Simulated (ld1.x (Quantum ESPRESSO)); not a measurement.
# Before and after: TM potential for boron

| Quantity | Value |
| --- | --- |
| Element | boron (B) |
| Generator | ld1.x (Quantum ESPRESSO) 7.5 |
| Type | norm-conserving Troullier–Martins (Kleinman–Bylander form) |
| Functional | PBEsol |
| Relativity | non-relativistic |
| Frozen core | [He] |
| Valence charge | 3 |
| Reference configuration | 2s2 2p1 |
| Partial waves | 2p (bound): rc 3.70 bohr; 2s (bound): rc 1.55 bohr |
| Local potential | the s channel |
| Core correction | none |

All-electron outer shells of the reference configuration (PBEsol, non-relativistic, ld1.x):

```tsv
shell	level (eV)	outermost node (bohr)	outermost maximum (bohr)
2s	-9.36	0.46	1.52
2p	-3.56	–	1.59
```

Change: core correction a·sin(br)/r model core inside 1.10 bohr.

Cutoffs: the cutoffs (Ry, on a coarse ladder) from which the occupation-weighted sum of valence levels, in a spherical-Bessel basis at the reference potential, stays within 10 and 1 mRy of its value at 400 Ry; they do not see the model core or the augmentation charge, which bear on the density cutoff. Errors are all-electron minus pseudo energies relative to the spin-unpolarised reference configuration.

Task: What does the change do?

Result: The potential gets neither clearly harder nor softer (18 Ry and 50 Ry → 18 Ry and 50 Ry); of the 7 tests that both files solve, the error grows in 2 and shrinks in 0 by more than 15 % and 0.3 meV (median size 80.4 → 85.4 meV); neither file shows a bound ghost. A model core, the more so a compact one, raises the density cutoff, which this test does not measure.

| quantity | base | changed |
| --- | --- | --- |
| cutoff, loose | 18 Ry | 18 Ry |
| cutoff, tight | 50 Ry | 50 Ry |
| bound ghosts | none | none |
| error for 2s2 2p0, meV [ΔE 8.14 eV] | +169 | +168 |
| error for 2s1 2p0, meV [ΔE 33.40 eV] | +503 | +486 |
| error for 2s2 2p0.5, meV [ΔE 2.86 eV] | +25 | +25 |
| error for 2s2 2p1.3, meV [ΔE -0.73 eV] | +2.6 | +2.5 |
| error for 2s0 2p3, meV [ΔE 11.64 eV] | -122 | -149 |
| error for 2s1 2p1, meV [ΔE 14.26 eV] | -80 | -85 |
| error for 2s1 2p2, meV [ΔE 5.81 eV] | -33 | -38 |
| s: phases at 3.99 bohr within 0.05 rad from the reference energy up to (Ry; the scan ends near 5) | 2.9 | 2.9 |
| p: phases at 3.99 bohr within 0.05 rad from the reference energy up to (Ry; the scan ends near 5) | 0.4 | 0.4 |
